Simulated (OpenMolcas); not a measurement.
**4f ions of charge +3 along the row**

```json
{
  "Program": "OpenMolcas",
  "Method": "SS-CASPT2, IPEA 0.25 Eh, imaginary shift 0.1 Eh",
  "Basis": "ANO-RCC-VTZP",
  "Scalar Hamiltonian": "DKH2, point nucleus",
  "Spin-orbit coupling": "RASSI with atomic mean-field integrals over the reference wave functions, term energies averaged over their components"
}
```

Active space: the 4f shell; CASPT2 also correlates the outermost closed s and p core shells.

ζ = ±2S·A comes from the whole width of the ground multiplet by E(J) = (A/2) J(J+1), where its levels are at least 85 % pure. Energies in cm-1.

| Ion | Configuration | Lowest level | Weight (%) | g | g, pure LS | Next level | E | E measured | ζ | ζ measured |
| --- | --- | --- | --- | --- | --- | --- | --- | --- | --- | --- |
| Pr3+ | 4f² | ³H₄ | 97 | 0.806 | 0.800 | ³H₅ | 2310 | 2152 | 857 | 798 |
| Nd3+ | 4f³ | ⁴I°_9/2 | 97 | 0.733 | 0.727 | ⁴I°_11/2 | 2030 | 1897 | 993 | 921 |
| Pm3+ | 4f⁴ | ⁵I₄ | 97 | 0.605 | 0.599 | ⁵I₅ | 1613 |  | 1105 |  |
| Sm3+ | 4f⁵ | ⁶H°_5/2 | 96 | 0.297 | 0.284 | ⁶H°_7/2 | 1127 |  | 1283 |  |
| Eu3+ | 4f⁶ | ⁷F₀ | 93 |  |  | ⁷F₁ | 430 |  | 1584 |  |
| Gd3+ | 4f⁷ | ⁸S°_7/2 | 97 | 1.995 | 2.002 | ⁶P°_7/2 | 35020 |  |  |  |
| Tb3+ | 4f⁸ | ⁷F₆ | 96 | 1.494 | 1.501 | ⁷F₅ | 2120 | 2052 | 1682 | 1615 |
| Dy3+ | 4f⁹ | ⁶H°_15/2 | 94 | 1.326 | 1.334 | ⁶H°_13/2 | 3560 |  | 1907 |  |
| Ho3+ | 4f¹⁰ | ⁵I₈ | 94 | 1.243 | 1.251 | ⁵I₇ | 5160 |  | 2085 |  |
| Er3+ | 4f¹¹ | ⁴I°_15/2 | 97 | 1.197 | 1.200 | ⁴I°_13/2 | 6620 | 6508 |  |  |
| Tm3+ | 4f¹² | ³H₆ | 99 | 1.166 | 1.167 | ³F₄ [63 %] | 5640 | 5634 |  |  |

Measured columns use the levels in Martin, Zalubas and Hagan, Atomic Energy Levels: The Rare-Earth Elements, NSRDS-NBS 60 (1978) (Pr3+, Tb3+); the list in Arab et al., J. Quant. Spectrosc. Radiat. Transfer 229, 145 (2019) and Gaigalas et al. (2019), from Wyart et al. (2007) (Nd3+); the list in Tchang-Brillet, Wyart, Meftah and Ait Mammar, Atoms 6, 52 (2018) (Er3+, Tm3+).

The computed ζ goes from 857 (Pr3+) to 2085 cm-1 (Ho3+), a factor of 2.43, rising at every step. It departs from the measured column by +4 to +8 %.

Term energies are means over components that CASPT2 splits; among the low terms the widest spread is 1300 cm-1 (4f¹² ¹I, Tm3+). The CASPT2 spread within a term exceeds the gap to the next term for 4f² ¹I and 4f² ³P, so the order of their levels is uncertain (figures for Pr3+; the like holds for Nd3+, Pm3+, Ho3+, Er3+, Tm3+). Some terms miss by over 15 % even with CASPT2, which points to a basis or an active space too small for the shells correlated (holds for Pr3+; Nd3+). High states are left out of the spin-orbit mixing, which shifts the levels that they would mix with (holds for Nd3+; Pm3+; Sm3+; Eu3+; Gd3+; Tb3+; Dy3+; Ho3+; Er3+). Some levels mix across a computed gap that differs much from the measured one, so their mixing is not that of the real levels (holds for Nd3+). Some high roots are left out of the spin-orbit mixing, which shifts the levels that they would mix with (holds for Tm3+). Computed and measured levels are paired by configuration, term and J; levels that our copy of the source lacks, or whose pairing is in doubt (as where it misses far off the trend of its configuration), stay unpaired and out of the deviations. Only configurations of the active space appear.

A share in square brackets marks a mixed level and gives the weight of the term that names it, the lowest over the columns. ° marks odd parity.
